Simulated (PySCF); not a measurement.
**Nb³⁺ (niobium, charge +3) across methods**

[Kr] 4d2, high-spin 3F determinant. Computed with PySCF 2.14 in aug-cc-pVDZ-PP with ECP28MDF, with a scalar-relativistic core potential.

```csv
method,E (hartree),mean ε 4p α (eV),mean ε 4p β (eV),mean ε 4d α (eV),Σ⟨r²⟩ (bohr²),⟨S²⟩
LDA,-54.7454,-65.193,-63.700,-31.418,21.37,2.000
r2SCANh,-54.9447,-67.341,-65.282,-32.483,21.10,2.001
r2SCAN,-54.9530,-66.382,-64.493,-31.848,21.11,2.001
PBE,-54.9221,-65.279,-63.781,-31.584,21.21,2.000
PBE0,-54.9224,-68.066,-66.025,-33.226,21.15,2.001
MN15,-54.8185,-68.172,-66.607,-33.271,21.40,2.000
BLYP,-54.8948,-65.157,-63.675,-31.492,21.24,2.000
BHandHLYP,-54.8745,-70.739,-68.150,-34.792,21.14,2.001
UHF,-54.55472,-75.418,-71.490,-37.428,21.14,2.003
```

Energies and moments cover only the electrons outside the core potential.
